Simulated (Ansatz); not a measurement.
`[F][GeH2][SH]` and `[BH2][GeH2][F]` differ in one atom or group.

Ansatz, PBE0-D4/def2-TZVP geometries, multiplicity 1. Each molecule was computed in one conformer, which needn't be the lowest.

Scalar relativity is left out up to krypton.

```json
{"property": "HOMO energy (PBE0/def2-TZVPP) / eV", "`[F][GeH2][SH]`": "-7.95"}
{"property": "HOMO energy (B3LYP/def2-TZVPP) / eV", "`[F][GeH2][SH]`": "-7.69"}
{"property": "HOMO energy (ωB97M-V/def2-TZVPP) / eV", "`[F][GeH2][SH]`": "-10.16"}
{"property": "size of the dipole moment (PBE/def2-TZVPP) / D", "`[F][GeH2][SH]`": "1.82"}
{"property": "HOMO–LUMO gap (B3LYP/def2-TZVPP) / eV", "`[F][GeH2][SH]`": "7.24"}
{"property": "LUMO energy (PBE0/def2-TZVPP) / eV", "`[F][GeH2][SH]`": "-0.13"}
```

**Question.** What does the change do to each property? (An estimate is asked.)

**Answer.** Ansatz gave: 
```json
{"property": "HOMO energy (PBE0/def2-TZVPP) / eV", "`[BH2][GeH2][F]`": "-8.57", "shift": "-0.62"}
{"property": "HOMO energy (B3LYP/def2-TZVPP) / eV", "`[BH2][GeH2][F]`": "-8.37", "shift": "-0.68"}
{"property": "HOMO energy (ωB97M-V/def2-TZVPP) / eV", "`[BH2][GeH2][F]`": "-10.75", "shift": "-0.59"}
{"property": "size of the dipole moment (PBE/def2-TZVPP) / D", "`[BH2][GeH2][F]`": "2.22", "shift": "0.40"}
{"property": "HOMO–LUMO gap (B3LYP/def2-TZVPP) / eV", "`[BH2][GeH2][F]`": "5.36", "shift": "-1.88"}
{"property": "LUMO energy (PBE0/def2-TZVPP) / eV", "`[BH2][GeH2][F]`": "-2.80", "shift": "-2.67"}
```

With PBE0 the HOMO falls by 0.62 eV and the LUMO falls by 2.67 eV, so the gap narrows by about 2.05 eV. PBE moves the HOMO by -0.56 eV and ωB97M-V by -0.59 eV. The zero-point energy changes by 26.1 kJ/mol with +3 modes. Dipoles are sizes alone; their direction can turn.

B3LYP here is the variant with VWN-RPA as its local correlation; programs differ in this.
